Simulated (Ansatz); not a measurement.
Problem. Name a neutral molecule of B, Cl, O, S and H with HOMO–LUMO gap (PBE0/def2-TZVPP) between 7.75 and 8.05 eV and vertical ionisation energy (CCSD(T)/CBS(def2)) between 10.30 and 10.60 eV (Ansatz, PBE0-D4/def2-TZVP geometry).

Solution. `OB(S)Cl` (7.88 eV, 10.50 eV). Other molecules can fit too; these were computed, each in one conformer that needn't be the lowest.
